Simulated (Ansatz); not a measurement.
System: CH3Si, net charge -1, singlet state. It need not be the lowest isomer of its formula. Whether it binds its extra electron was not tested at this geometry. 
Geometry from a B3LYP-D3(BJ)/def2-TZVP (Ansatz, a program for electronic structure) optimisation:
```xyz
5

C     -1.1106     0.0255    -0.0478
Si     0.6494    -0.1171     0.0297
H     -1.6901     0.9483    -0.0880
H     -1.7425    -0.8651    -0.0598
H      1.0043     1.4034     0.0193
```
Charge -1, spin multiplicity 1.

Basis-set convergence of Hartree-Fock and MP2 correlation energies (hartree) with Ansatz. Cores are frozen in the correlated levels unless marked. No spin-orbit coupling. Non-relativistic.

The Hartree-Fock reference is unstable (checked in the largest basis), which strains HF and MP2. 

```json
[
 {"basis": "def2-SVPD", "functions": "68", "E(HF)": "-328.35172", "E(corr, MP2)": "-0.26067"},
 {"basis": "def2-TZVPPD", "functions": "136", "E(HF)": "-328.49825", "E(corr, MP2)": "-0.30531"},
 {"basis": "def2-QZVPPD", "functions": "238", "E(HF)": "-328.50974", "E(corr, MP2)": "-0.32378"}
]
```

Extrapolating the two largest sets (X = 3 and 4) as X^-3: E(corr) = (64·(-0.32378) - 27·(-0.30531))/37 = -0.3373 Eh, an estimate of the basis-set limit. The largest set recovers 96.0 % of it, the smallest 77.3 %.
